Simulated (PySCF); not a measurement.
**Dipole moment and polarisability across levels of theory**

Compound: CH6GeO2Si.
SMILES with atom numbers: `[O:1]=[CH:2][GeH2:3][O:4][SiH3:5]` (hydrogens: H6 on C2; H7, H8 on Ge3; H9, H10, H11 on Si5)

PySCF, dipoles from the SCF density, polarisabilities from static response with core orbitals frozen. One conformer (not necessarily the lowest) at the PBE0-D3(BJ)/def2-SVP geometry, without solvent, vibrations or thermal averaging. The LDA/def2-SVPD calculation is non-relativistic and has no spin–orbit coupling, an omission that weighs most on germanium.

Q: How do dipole and polarisability depend on functional and basis here?

A: 

| level | μ (D) | α (Å³) | anisotropy (Å³) |
| --- | --- | --- | --- |
| LDA/def2-SVPD | 1.134 | 12.14 | 3.59 |
| PBE/def2-SVPD | 1.064 | 11.89 | 3.56 |
| B3LYP/def2-SVPD | 1.273 | 11.38 | 3.18 |
| PBE0/def2-SVPD | 1.262 | 11.26 | 3.15 |
| BHandHLYP/def2-SVPD | 1.490 | 10.79 | 2.84 |
| CAM-B3LYP/def2-SVPD | 1.382 | 11.16 | 3.01 |
| wB97X-D/def2-SVPD | 1.348 | 11.13 | 3.02 |
| LC-wPBE/def2-SVPD | 1.377 | 10.89 | 2.95 |
| HF/def2-SVPD | 1.738 | 10.18 | 2.48 |
| PBE0/6-31G* | 1.092 | 9.06 | 3.03 |
| PBE0/def2-SVP | 1.084 | 9.63 | 2.77 |
| PBE0/aug-cc-pVDZ | 1.230 | 11.48 | 3.26 |
| PBE0/def2-TZVP | 1.144 | 10.73 | 3.07 |
| PBE0/def2-TZVPD | 1.191 | 11.40 | 3.16 |

The anisotropy is √(½[(α1 − α2)² + (α2 − α3)² + (α3 − α1)²]). The dipole runs from 1.06 D (PBE/def2-SVPD) to 1.74 D (HF/def2-SVPD). No reference polarisability is at hand; against PBE0 in the largest diffuse basis at hand (def2-TZVPD) the other PBE0 rows deviate by 6-31G* -21%, def2-SVP -16%, def2-SVPD -1%, aug-cc-pVDZ +1%, def2-TZVP -6%. In one basis (def2-SVPD) the functionals order the polarisability from HF (lowest) to LDA (highest), a spread of 19%. With PBE0 the polarisability is 9.80 Å³ without diffuse functions (mean of 6-31G*, def2-SVP and def2-TZVP) and 11.38 Å³ with them (mean of def2-SVPD, aug-cc-pVDZ and def2-TZVPD).
